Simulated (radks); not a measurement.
Problem. All-electron atom: Ne III in [He] 2s2 2p4 (the NIST ground configuration). Calculated with a radial shooting solver on a logarithmic mesh with Libxc functionals: non-relativistic Kohn-Sham, PBEsol, spin-polarised, spherical densities, point nucleus; open shells are filled with parallel spins first. Some entries of the table are withheld. Estimate them.

| orbital | occ. | eigenvalue (eV) | <r> (bohr) |
|---|---|---|---|
| 1s up | 1 | -878.3244 | 0.1586 |
| 1s down | 1 | -876.2102 | 0.1582 |
| 2s up | 1 | -79.6034 | 0.8263 |
| 2s down | 1 | -74.9880 | 0.8403 |
| 2p up | 3 | (1) | 0.8020 |
| 2p down | 1 | (2) | 0.8278 |

Solution. 
(1) 2p up eigenvalue (eV): -56.7192
(2) 2p down eigenvalue (eV): -51.8337
